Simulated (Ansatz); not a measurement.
Relaxation of BrCl₃H₂OTi (8 atoms, charge 0, multiplicity 1), to a largest force component of 0.03 eV/Å in at most 50 steps.

Theory: RKS PBE/def2-SVP (Ansatz).

```xyz
8
Properties=species:S:1:pos:R:3
Ti 0.531 -0.301 -0.358
O -0.748 -0.247 2.473
H -1.217 -1.089 2.311
Cl 1.525 -0.436 -2.282
Cl 0.307 1.826 0.004
Cl -1.357 -1.358 -0.642
Br 2.134 -1.463 1.184
H 0.123 -0.560 2.830
```

Question: Where does it end, and by what steps?

Answer: The run converged. After 11 steps the energy has fallen by 0.394 eV; O2 moved furthest, 0.49 Å. Joined: Ti1–O2 (3.11 → 2.30 Å).

| step | energy less start (eV) | largest force component (eV/Å) | accepted |
| --- | --- | --- | --- |
| 0 | 0.0000 | 1.069 | yes |
| 1 | -0.1616 | 1.172 | yes |
| 2 | -0.3003 | 0.903 | yes |
| 3 | -0.3270 | 0.801 | yes |
| 4 | -0.3796 | 0.266 | yes |
| 5 | -0.3864 | 0.248 | yes |
| 6 | -0.3904 | 0.134 | yes |
| 7 | -0.3929 | 0.037 | yes |
| 8 | -0.3934 | 0.050 | yes |
| 9 | -0.3915 | 0.288 | no |
| 10 | -0.3940 | 0.036 | yes |
| 11 | -0.3942 | 0.016 | yes |

```xyz
8
Properties=species:S:1:pos:R:3
Ti 0.453 -0.299 -0.032
O -0.497 -0.305 2.061
H -1.266 -0.908 1.981
Cl 1.370 -0.530 -2.009
Cl 0.306 1.877 0.095
Cl -1.450 -1.394 -0.451
Br 2.241 -1.311 1.224
H 0.141 -0.759 2.652
```

The run took 36 s on 4 threads of Arm Neoverse V1, with other jobs on the host, peak memory 0.25 GiB.
